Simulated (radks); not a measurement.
Values are calculated unless marked as measured or tabulated.
All-electron atom: Ir11+ in [Kr] 4d10 4f14 5s2 5p4. Code: a radial shooting solver on a logarithmic mesh with Libxc functionals. Model: scalar-relativistic Kohn-Sham, LDA (Slater exchange, Perdew-Wang correlation), spin-polarised, spherical densities, finite nucleus; open shells are filled with parallel spins first (spin-orbit coupling, left out, can overturn this in heavy ions); Fermi nuclear charge, rms radius 5.4032 fm.

X-ray form factor f0, the Fourier transform of the density (f0(0) = 66):

sin(theta)/lambda (1/angstrom)  f0 (electrons)
0.05                                    65.700
0.1                                     64.819
0.15                                    63.409
0.2                                     61.547
0.25                                    59.329
0.3                                     56.859
0.4                                     51.552
0.5                                     46.270
0.6                                     41.392
0.8                                     33.286
1                                       27.186
1.25                                    21.786
1.5                                     18.274
2                                       14.345
